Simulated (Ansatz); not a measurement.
`C[SiH2]OC(F)F` + `N[SiH3]` → `FC(F)N[SiH3]` + `C[SiH2]O`  (substitution at a C–O bond)

Program: Ansatz. Geometries: PBE0-D4/def2-TZVP. ΔE: electronic, gas phase. CBS: MP2 limit from def2 TZ/QZ plus the TZ coupled-cluster correction, frozen cores. This one scheme is used for every species. Functionals use def2-TZVPP. B3LYP here is the variant with VWN-RPA as its local correlation; programs differ in this. Each species was taken in one conformer, which may not be the lowest.

Task: Is it downhill or uphill in electronic energy at CCSD(T)/CBS, and by how much? (Best estimate.)

Result: Computed: Nearly level: ΔE = 0.00 eV.

Task: What do these levels give: PBE-D4, ωB97M-V, PBE, r2SCAN, B3LYP, HF/def2-TZVPP, CCSD/def2-TZVPP, HF/def2-QZVPP, MP2/def2-QZVPP, SCS-MP2/def2-QZVPP, HF/CBS(def2), CCSD/CBS(def2)? (An estimate is asked.)

Result: Computed: PBE-D4 0.00, ωB97M-V 0.02, PBE -0.01, r2SCAN 0.03, B3LYP 0.01, HF/def2-TZVPP 0.08, CCSD/def2-TZVPP 0.01, HF/def2-QZVPP 0.08, MP2/def2-QZVPP -0.02, SCS-MP2/def2-QZVPP -0.01, HF/CBS(def2) 0.08, CCSD/CBS(def2) 0.00 eV.

Largest T1 diagnostic among the species: 0.012.

In def2-TZVPP, CCSD(T) changes the Hartree–Fock value by −0.07 eV (the triples alone add −0.00 eV) and MP2 by −0.10 eV.
